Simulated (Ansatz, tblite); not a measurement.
Removing and adding an electron: Ni(NH2)2 (NiN₂H₄). The state is a triplet with charge 0. Geometry: r2SCAN-D4/def2-TZVP. Ansatz, gas phase; energy differences of separate SCF runs; the oxidised species is a doublet (the quartet lies 0.15 eV higher at PBE0-D4/def2-TZVP); the reduced species is a doublet (the quartet lies 2.10 eV higher at PBE0-D4/def2-TZVPD).

```xyz
7

Ni   -0.0004    0.0010   -0.0007
N     1.5021    0.8494    0.4589
H     2.3555    0.4071    0.7719
H     1.6402    1.8507    0.4502
N    -1.5023   -0.8489   -0.4595
H    -1.6388   -1.8504   -0.4471
H    -2.3564   -0.4090   -0.7737
```

The xTB rows come from tblite.

| level | −HOMO (eV) | vertical IE (eV) | −LUMO (eV) | vertical EA (eV) | HOMO–LUMO gap (eV) | IE − EA (eV) | remarks |
| --- | --- | --- | --- | --- | --- | --- | --- |
| GFN1-xTB | – | 13.49 | – | 6.40 | – | 7.09 | – |
| GFN2-xTB | – | 12.70 | – | 5.93 | – | 6.77 | – |
| PBE-D4/def2-TZVPD | 4.63 | – | 4.69 | 1.39 | -0.07 | – | HOMO above zero (-1 doublet), lower spin may lie lower (triplet) |
| r2SCAN-D4/def2-TZVPD | 5.12 | – | 4.23 | 1.05 | 0.89 | – | HOMO above zero (-1 doublet) |
| PBE0-D4/def2-TZVPD | 6.34 | – | 2.67 | 1.03 | 3.68 | – | HOMO above zero (-1 doublet) |

Run but left out: PBE-D4/def2-TZVP, r2SCAN-D4/def2-TZVP, PBE0-D4/def2-TZVP (charge +1 doublet: ⟨S²⟩ 1.06 to 1.51, where a pure state has 0.75).   A HOMO above zero means that the electron is unbound at that level or that self-interaction error raises the level; the energy of removing that electron tells which. HOMO and LUMO are the levels of the spin that leaves or enters (xTB has no such levels and no spin-polarisation term). Other spin states of the ions may lie lower, which would lower the ionisation energy or raise the affinity. Raw xTB energy differences between charge states are shifted by several eV; the methods need an empirical correction for them.
